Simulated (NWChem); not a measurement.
# Ionisation of thionyl fluoride (F$_{2}$OS)

```
S
O 1 1.4371
F 1 1.6164 2 106.71
F 1 1.6164 2 106.71 3 98.06
```
Charge 0, spin multiplicity 1.

The numbers come from NWChem runs, not from measurements. Structure: optimised with PBE0/def2-SVP, a minimum by its harmonic frequencies.

Basis set: def2-TZVP. −ε marks an orbital energy of the parent.

B3LYP has NWChem's definition, with VWN1-RPA local correlation.

**Question.** For the first vertical ionisation energy, −ε(HOMO) of B3LYP gives 9.56 eV and −ε(HOMO) of PBE0 gives 9.78 eV. What do −ε(HOMO) of HF, −ε(HOMO) of PBE, −ε(HOMO) of M06-2X give?

**Answer.** −ε(HOMO) of HF: 13.67 eV; −ε(HOMO) of PBE: 8.20 eV; −ε(HOMO) of M06-2X: 11.30 eV.
